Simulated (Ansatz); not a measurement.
Ansatz (a program for electronic structure) job for BHCl₂, SMILES ClBCl, PBE0-D3(BJ)/def2-TZVP. 

Ansatz 0.2 input:
```yaml
crystal:
  periodic: [false, false, false]
  atoms:
    - {symbol: B, position_ang: [-0.00000000, 0.00000000, -0.69207188]}
    - {symbol: H, position_ang: [0.00000001, 0.00000000, -1.86525829]}
    - {symbol: Cl, position_ang: [0.00000000, 1.47444562, 0.15663582]}
    - {symbol: Cl, position_ang: [0.00000000, -1.47444562, 0.15663581]}
basis:
  gaussian:
    orbitals: def2-TZVP
hamiltonian:
  xc: pbe0
  dispersion: d3bj
relax: {f_tol: 0.002, max_steps: 200}
```

Program output:

```
WARN ansatz: RAYON_NUM_THREADS=1 ignored (pool sized by the plan → 1); use --threads N
Functional definition: PBE0
integrals: 0.03 GiB planned
749 factors; their error is unknown
mean field: 0.33 GiB planned
mean field evaluation 1: about -25730.7316 eV, gradient 1.7e1 eV
mean field evaluation 2: about -25730.6387 eV, gradient 1.8e1 eV
mean field evaluation 4: about -25731.4984 eV, gradient 6.4e-1 eV
mean field evaluation 8: about -25731.5729 eV, gradient 1.2e-2 eV
mean field -25731.57288676 eV, -945.6178621020 hartree, gradient 7.2e-5 eV, S^2 0.000000; 0 other end points of the search recorded, 0 dependent functions left out
the calculation of the forces begins
reference -25731.57291145 eV, -945.6178630092 hartree; 20, 20 occupied and 91, 91 virtual orbitals, 749 factors
relax step   1: F+E_penalty+E_count = -25731.64330921 eV  Δ(F+E_penalty+E_count) = +0.000e0 eV  max|allowed force component| = 8.991e-1 eV/Å  Δτ_max = 0.0000 Å  (24 SCF iters, accepted)
these checks for a lower state are left out or cut short: starts, cluster_reference, orbital_swaps, neighbouring_geometries, increment
integrals: 0.03 GiB planned
749 factors; their error is unknown
mean field: 0.33 GiB planned
mean field evaluation 16: about -25731.5997 eV, gradient 1.2e-1 eV
mean field -25731.59967283 eV, -945.6188464719 hartree, gradient 2.5e-5 eV, S^2 0.000000; 0 other end points of the search recorded, 0 dependent functions left out
the calculation of the forces begins
reference -25731.59969758 eV, -945.6188473812 hartree; 20, 20 occupied and 91, 91 virtual orbitals, 749 factors
relax step   2: F+E_penalty+E_count = -25731.66982680 eV  Δ(F+E_penalty+E_count) = -2.652e-2 eV  max|allowed force component| = 4.250e-1 eV/Å  Δτ_max = 0.0190 Å  (28 SCF iters, accepted)
these checks for a lower state are left out or cut short: starts, cluster_reference, orbital_swaps, neighbouring_geometries, increment
integrals: 0.03 GiB planned
749 factors; their error is unknown
mean field: 0.33 GiB planned
mean field -25731.60790317 eV, -945.6191489312 hartree, gradient 2.6e-5 eV, S^2 0.000000; 0 other end points of the search recorded, 0 dependent functions left out
the calculation of the forces begins
reference -25731.60792796 eV, -945.6191498424 hartree; 20, 20 occupied and 91, 91 virtual orbitals, 749 factors
relax step   3: F+E_penalty+E_count = -25731.67783044 eV  Δ(F+E_penalty+E_count) = -8.004e-3 eV  max|allowed force component| = 7.774e-2 eV/Å  Δτ_max = 0.0150 Å  (28 SCF iters, accepted)
these checks for a lower state are left out or cut short: starts, cluster_reference, orbital_swaps, neighbouring_geometries, increment
integrals: 0.03 GiB planned
749 factors; their error is unknown
mean field: 0.33 GiB planned
mean field evaluation 32: about -25731.6080 eV, gradient 1.2e-1 eV
mean field -25731.60804172 eV, -945.6191540227 hartree, gradient 2.7e-5 eV, S^2 0.000000; 0 other end points of the search recorded, 0 dependent functions left out
the calculation of the forces begins
reference -25731.60806652 eV, -945.6191549341 hartree; 20, 20 occupied and 91, 91 virtual orbitals, 749 factors
relax step   4: F+E_penalty+E_count = -25731.67796591 eV  Δ(F+E_penalty+E_count) = -1.355e-4 eV  max|allowed force component| = 1.425e-2 eV/Å  Δτ_max = 0.0019 Å  (29 SCF iters, accepted)
these checks for a lower state are left out or cut short: starts, cluster_reference, orbital_swaps, neighbouring_geometries, increment
integrals: 0.03 GiB planned
749 factors; their error is unknown
mean field: 0.33 GiB planned
mean field -25731.60804435 eV, -945.6191541194 hartree, gradient 5.5e-5 eV, S^2 0.000000; 0 other end points of the search recorded, 0 dependent functions left out
the calculation of the forces begins
reference -25731.60806915 eV, -945.6191550309 hartree; 20, 20 occupied and 91, 91 virtual orbitals, 749 factors
relax step   5: F+E_penalty+E_count = -25731.67797350 eV  Δ(F+E_penalty+E_count) = -7.593e-6 eV  max|allowed force component| = 9.775e-5 eV/Å  Δτ_max = 0.0008 Å  (19 SCF iters, accepted)
integrals: 0.03 GiB planned
749 factors; their error is unknown
mean field: 0.33 GiB planned
mean field -25731.60804435 eV, -945.6191541194 hartree, gradient 5.5e-5 eV, S^2 0.000000; 1 other end points of the search recorded, 0 dependent functions left out
the calculation of the forces begins
reference -25731.60806915 eV, -945.6191550309 hartree; 20, 20 occupied and 91, 91 virtual orbitals, 749 factors
Total energy: -25731.67799830 eV, -945.6217248798 hartree
Atom 0 at     0.000000    -0.000000    -0.693135 Å, force     0.000000     0.000000    -0.000005 eV/Å
Atom 1 at     0.000000     0.000000    -1.879823 Å, force    -0.000000     0.000000    -0.000098 eV/Å
Atom 2 at    -0.000000     1.507031     0.164450 Å, force    -0.000000    -0.000024     0.000051 eV/Å
Atom 3 at    -0.000000    -1.507031     0.164450 Å, force    -0.000000     0.000024     0.000051 eV/Å
Dipole moment:     0.000000     0.000000    -0.093096 e Å
```

The calculation finished and met its thresholds.

Cost: roughly 8 core-seconds.
